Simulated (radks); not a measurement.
Results of a calculation; reference values are marked as such.
Valence configurations of Br2+ (all share [Ar]). Code: a radial shooting solver on a logarithmic mesh with Libxc functionals. Model: scalar-relativistic Kohn-Sham, BLYP, spin-polarised, spherical densities, finite nucleus; open shells are filled with parallel spins first; Fermi nuclear charge, rms radius 4.1629 fm. Order these by energy: 3d8.5 4s1.5 4p5; 3d10 4s1 4p4; 3d9.5 4s2 4p3.5; 3d9.5 4s0.5 4p5; 3d10 4s1.5 4p3.5; 3d9 4s2 4p4; 3d9 4p6; 3d8.5 4s0.5 4p6; 3d10 4p5; 3d10 4s2 4p3.

Answer. From the lowest, in eV above it: 3d10 4s2 4p3 0.000; 3d10 4s1.5 4p3.5 6.807; 3d10 4s1 4p4 13.638; 3d10 4p5 29.387; 3d9.5 4s2 4p3.5 33.052; 3d9.5 4s0.5 4p5 55.212; 3d9 4s2 4p4 68.565; 3d9 4p6 98.830; 3d8.5 4s1.5 4p5 113.98; 3d8.5 4s0.5 4p6 129.55. NIST lists [Ar] 3d10 4s2 4p3 as the ground configuration; this level of theory agrees among the configurations tried. The energies are those of spherical high-spin densities, not of single terms.
